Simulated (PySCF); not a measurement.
In(H)2(Me) (CH5In), SMILES [CH3][InH2].

Geometry optimised at B3LYP-D3(BJ)/def2-TZVP. The def2 effective core potentials stand for the cores of In; spin–orbit coupling is left out.

Method: PySCF with CAM-B3LYP/def2-TZVPD.

Isolated molecule, no solvent.

| Item | Result |
|---|---|
| total energy | -231.17986 hartree |
| highest occupied level | -8.86 eV |
| lowest empty level | -0.80 eV |
| orbital gap | 8.06 eV |
| dipole moment | 0.62 D |
| quadrupole, principal values (traceless, Buckingham form, about the centre of nuclear charge) | -3.61, -3.53, 7.14 D·Å |
| mean static polarisability | 54.3 bohr³ (8.04 Å³) |
| polarisability, principal values | 41.1, 55.3, 66.5 bohr³ |
